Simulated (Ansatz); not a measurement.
Relaxation of BrH7Si2 (10 atoms, charge 0, multiplicity 1), to a largest force component of 0.03 eV/Å in at most 50 steps.

These are results of Ansatz 0.2.0, RKS PBE-D4/def2-SVP, not measurements.

```xyz
10
Properties=species:S:1:pos:R:3
Si 0.162 -0.003 0.139
Si 0.238 0.015 2.397
H -1.071 -0.440 3.021
H 1.297 -0.920 2.919
H 0.501 1.397 2.932
H 1.600 -0.028 -0.322
H -0.481 1.235 -0.410
H -0.512 -1.240 -0.383
Br -3.276 0.162 0.863
H -2.393 -0.178 2.043
```

**Question.** Where does it end, and by what steps?

**Answer.** It converged. After 4 steps the energy has fallen by 0.139 eV; Br9 moved furthest, 0.32 Å.

```
step  energy less start (eV)  largest force component (eV/Å)  accepted
   0                  0.0000                           1.206       yes
   1                 -0.1261                           0.328       yes
   2                 -0.1366                           0.072       yes
   3                 -0.1383                           0.068       yes
   4                 -0.1393                           0.011       yes
```

```xyz
10
Properties=species:S:1:pos:R:3
Si 0.273 -0.006 0.085
Si 0.302 0.014 2.442
H -1.032 -0.428 3.003
H 1.347 -0.931 2.973
H 0.579 1.396 2.968
H 1.698 -0.007 -0.406
H -0.425 1.213 -0.445
H -0.413 -1.247 -0.415
Br -3.578 0.162 0.956
H -2.685 -0.167 2.039
```

Whether the end is a true minimum wasn't checked by a vibrational analysis.

Run time: 15 s on 2 threads of AMD EPYC 7R43 64-Core Processor (Zen 3), with other jobs on the host, peak memory 0.16 GiB.
